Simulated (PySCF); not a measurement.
# Electric field gradients and quadrupole coupling constants

C₈H₁₃Cl.
Z-matrix (Å and degrees, GFN2-xTB geometry), rows numbered from 1:
```
C 
C   1  1.3072
C   2  1.4634  1  148.69
C   2  1.4737  1  148.74  3   179.95
C   4  1.5069  2  117.11  3  -105.88
Cl  5  1.7947  4  110.73  2   142.64
C   4  1.5189  2  119.27  3   107.32
C   7  1.5294  4  113.02  2    75.44
C   8  1.5236  7  111.27  4  -175.82
H   1  1.0784  2  121.50  3    -0.64
H   1  1.0781  2  121.96  3   179.50
H   3  1.0807  2  118.92  4  -107.53
H   3  1.0812  2  118.77  4   107.39
H   5  1.0898  4  111.26  2    24.26
H   5  1.0893  4  111.90  2   -98.83
H   7  1.0930  4  108.86  2  -162.57
H   7  1.0921  4  108.82  2   -45.25
H   8  1.0919  7  109.06  4   -54.74
H   8  1.0915  7  109.95  4    63.28
H   9  1.0874  8  110.64  7  -178.97
H   9  1.0878  8  110.56  7    60.93
H   9  1.0878  8  110.49  7   -58.97
```

Field gradients from the PBE0/pcSseg-1 density (PySCF, non-relativistic), principal values in atomic units, ordered |Vxx| ≤ |Vyy| ≤ |Vzz|:

```json
{"atom": "Cl6", "Vxx": "-1.8863", "Vyy": "-1.9710", "Vzz": "3.8573"}
```

Task: Find the asymmetry η = (Vxx − Vyy)/Vzz and the couplings χ = eQV/h (234.96 MHz × Q in barn × V in au), with Q(35Cl) = −0.0817 b.

Result: 
```
atom     environment  nucleus     η  χzz (MHz)  χxx (MHz)  χyy (MHz)
 Cl6  alkyl chlorine     35Cl  0.02     -74.05      36.21      37.84
```

The gradient is axial or nearly so (η below 0.05) at Cl6. 

Task: What is Vzz at Cl6 in SI units (1 au = 9.71736 × 10²¹ V/m²)?

Result: 3.8573 au = 37.483 × 10²¹ V/m².

Were the hydrogens deuterons (Q(2H) = 0.00286 b), χzz would run from 200 kHz (H16) to 225 kHz (H11 and H10).

Geometry: GFN2-xTB, one conformer, isolated molecule. GFN2-xTB bond lengths can be off by several hundredths of an ångström, more for odd bonds, and the gradients follow them. A larger basis could move these couplings by a tenth or more.

The run behind these numbers computed NMR shieldings as well. Hardware: Arm Neoverse V1, one thread, on a shared host. Cost: 58 s of wall time (grids of density and orbitals included), 0.99 GiB resident at most.
